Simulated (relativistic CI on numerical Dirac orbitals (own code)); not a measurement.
# Radial parameters of Cs XXXIX

Method of calculation: Dirac-Coulomb-Breit CI, separate exchange-only KLI orbitals for each configuration, a model potential for QED, unscaled Slater integrals (own radial code, finite nucleus).

Slater integrals F^k, G^k are unscaled and averaged over j, outside the closed core [Ne]; ζ comes from projecting the Hamiltonian with its Breit term on Σ l·s of the shell.

- 3s2 3p5: ζ(3p) = 457330 cm⁻¹; <r>(3p) = 0.2649, <r^2>(3p) = 0.08105 (bohr units).
- 3s2 3p4 3d: F^2(3p,3p) = 372410, ζ(3p) = 456780, F^2(3p,3d) = 374620, G^1(3p,3d) = 394030, G^3(3p,3d) = 265030, ζ(3d) = 61256 cm⁻¹; <r>(3p) = 0.2652, <r^2>(3p) = 0.08121, <r>(3d) = 0.2349, <r^2>(3d) = 0.06374 (bohr units).
- 3s 3p5 3d: G^1(3s,3p) = 470650, ζ(3p) = 456610, G^2(3s,3d) = 295640, F^2(3p,3d) = 374380, G^1(3p,3d) = 393930, G^3(3p,3d) = 264920, ζ(3d) = 61604 cm⁻¹; <r>(3s) = 0.2728, <r^2>(3s) = 0.08478, <r>(3p) = 0.2654, <r^2>(3p) = 0.08131, <r>(3d) = 0.2351, <r^2>(3d) = 0.06385 (bohr units).

Averages of the first 10 configurations, taken without configuration mixing, which lowers the lowest level and can move excited configurations by several eV; other configurations of the list can lie among them:

| Configuration | Parity | States | Average energy above the lowest level (eV) |
| --- | --- | --- | --- |
| 3s2 3p5 | odd | 6 | 36.8 |
| 3s 3p6 | even | 2 | 231.8 |
| 3s2 3p4 3d | even | 150 | 246.5 |
| 3s 3p5 3d | odd | 120 | 434.6 |
| 3p6 3d | even | 10 | 638.8 |
| 3s 3p4 3d2 | even | 1350 | 643.5 |
| 3s2 3p3 3d 4p | even | 1200 | 1566.6 |
| 3p6 4s | even | 2 | 1680.6 |
| 3s 3p4 3d 4s | even | 600 | 1676.2 |
| 3s2 3p4 4s | even | 30 | 1285.9 |
